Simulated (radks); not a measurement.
All-electron atom: Cs I in [Xe] 6s1 (the NIST ground configuration).

All-electron calculation, Dirac Kohn-Sham, PBE, spin-unpolarised, spherical densities, finite nucleus; Fermi nuclear charge, rms radius 4.8041 fm. Program: a radial shooting solver on a logarithmic mesh with Libxc functionals.

Energy parts (eV):
total: -211976.12
kinetic: 225720.18
electron-nucleus: -515443.46
Hartree: 82989.96
exchange-correlation: -5242.80

Orbitals (lengths in bohr, moments of r in powers of bohr; <r^-3> diverges for s and p1/2; r(max) is where P^2 peaks; r(90%) holds 90 % of the orbital's charge):
| orbital | occ. | eigenvalue (eV) | <r^4> | r(90%) | r(max) | <r^-3> |
|---|---|---|---|---|---|---|
| 1s1/2 | 2 | -35768.49 | 2.246e-06 | 0.0470 | 0.01678 | - |
| 2s1/2 | 2 | -5608.640 | 0.0003769 | 0.173 | 0.09503 | - |
| 2p1/2 | 2 | -5276.570 | 0.0002392 | 0.154 | 0.07270 | - |
| 2p3/2 | 4 | -4924.304 | 0.0002913 | 0.162 | 0.07768 | 5924 |
| 3s1/2 | 2 | -1166.027 | 0.01584 | 0.439 | 0.2727 | - |
| 3p1/2 | 2 | -1027.285 | 0.01496 | 0.434 | 0.2592 | - |
| 3p3/2 | 4 | -959.7782 | 0.01739 | 0.451 | 0.2702 | 1162 |
| 3d3/2 | 4 | -715.9730 | 0.01380 | 0.426 | 0.2186 | 187.9 |
| 3d5/2 | 6 | -701.6416 | 0.01447 | 0.431 | 0.2217 | 172.7 |
| 4s1/2 | 2 | -220.0266 | 0.4347 | 1.000 | 0.6430 | - |
| 4p1/2 | 2 | -170.2364 | 0.5275 | 1.05 | 0.6568 | - |
| 4p3/2 | 4 | -156.4685 | 0.6127 | 1.09 | 0.6810 | 237.6 |
| 4d3/2 | 4 | -75.5163 | 1.079 | 1.26 | 0.7163 | 30.58 |
| 4d5/2 | 6 | -73.2318 | 1.135 | 1.27 | 0.7245 | 27.84 |
| 5s1/2 | 2 | -26.6951 | 17.66 | 2.52 | 1.545 | - |
| 5p1/2 | 2 | -14.6421 | 34.92 | 2.99 | 1.730 | - |
| 5p3/2 | 4 | -13.0130 | 42.59 | 3.14 | 1.805 | 27.75 |
| 6s1/2 | 1 | -2.0860 | 2198 | 8.48 | 4.793 | - |

The highest occupied level is 6s1/2 at -2.086 eV. The density falls to 0.001 e/bohr^3 at r = 4.72 bohr.
